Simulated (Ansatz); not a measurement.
Isolated molecules relaxed with PBE0-D4/def2-TZVP in Ansatz; ΔE leaves out vibrations. CCSD(T)/CBS is the MP2 limit (def2-TZVPP, def2-QZVPP) plus CCSD(T) − MP2 in def2-TZVPP, frozen cores. This one scheme is used for every species. Functionals use def2-TZVPP. B3LYP here is the variant with VWN-RPA as its local correlation; programs differ in this. For Ge, Se outer-core shells are correlated without core-valence functions, which leaves a few kJ/mol of doubt a bond. Scalar relativity is left out up to krypton. One conformer a species, not always the lowest.

Consider the cleavage of the Ge–Al bond: `C[O][GeH2][AlH2]` + H₂Se → `C[O][GeH2][SeH]` + `[AlH3]`.

| level | ΔE (kcal/mol) | difference from CCSD(T)/CBS |
| --- | --- | --- |
| PBE-D4 | -9.5 | 1.9 |
| r2SCAN-D4 | -11.0 | 0.4 |
| PBE0-D4 | -10.4 | 1.0 |
| B3LYP-D4 | -11.3 | 0.1 |
| ωB97M-V | -11.8 | -0.4 |
| PBE | -9.0 | 2.4 |
| r2SCAN | -10.9 | 0.5 |
| PBE0 | -10.0 | 1.4 |
| B3LYP | -10.5 | 0.9 |
| HF/def2-TZVPP | -13.7 | -2.3 |
| MP2/def2-TZVPP | -13.7 | -2.3 |
| CCSD/def2-TZVPP | -11.3 | 0.1 |
| CCSD(T)/def2-TZVPP | -11.4 | 0.0 |
| HF/CBS(def2) | -13.6 | -2.2 |
| MP2/CBS(def2) | -13.8 | -2.4 |
| CCSD/CBS(def2) | -11.4 | 0.0 |
| CCSD(T)/CBS | -11.4 | 0 |

Largest T1 diagnostic among the species: 0.012.

The D4 term adds −0.8 kcal/mol with B3LYP and −0.4 kcal/mol with PBE0; it sums over pairs of atoms, weighted by their polarisabilities, and B3LYP, whose exchange is more repulsive, gets the larger term. From PBE to PBE0 (25 % exact exchange), in def2-TZVPP and without D4, ΔE moves by −1.0 kcal/mol.
